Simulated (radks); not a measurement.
Problem. Fe, configuration [Ar] 3d6 4s2. Calculated with a radial shooting solver on a logarithmic mesh with Libxc functionals: scalar-relativistic Kohn-Sham, PBE, spin-polarised, spherical densities, finite nucleus; open shells are filled with parallel spins first; Fermi nuclear charge, rms radius 3.7377 fm. Some entries of the table are withheld. Estimate them.

orbital  occ.  eigenvalue (eV)  r(max) (bohr)  <r^2> (bohr^2)
1s down     1        -6998.258        0.03827        0.004596
1s up       1        -6998.252        0.03827        0.004596
2s up       1        -819.9475         0.2224         0.08426
2s down     1        -818.0918         0.2223         0.08399
2p up       3        -698.4635         0.1799         0.06831
2p down     3        -697.0582         0.1797         0.06802
3s up       1         -95.5571         0.7004          0.7573
3s down     1         -91.2746         0.7013          0.7630
3p up       3         -61.5624            (1)          0.8649
3p down     3         -57.3690            (2)          0.8776
3d up       5              (3)         0.7089           1.650
4s up       1              (4)          2.361           9.923
3d down     1              (5)         0.7190           2.088
4s down     1              (6)          2.502           11.28

Solution. 
(1) 3p up r(max) (bohr): 0.7129
(2) 3p down r(max) (bohr): 0.7143
(3) 3d up eigenvalue (eV): -8.8915
(4) 4s up eigenvalue (eV): -5.6302
(5) 3d down eigenvalue (eV): -5.2093
(6) 4s down eigenvalue (eV): -4.8511
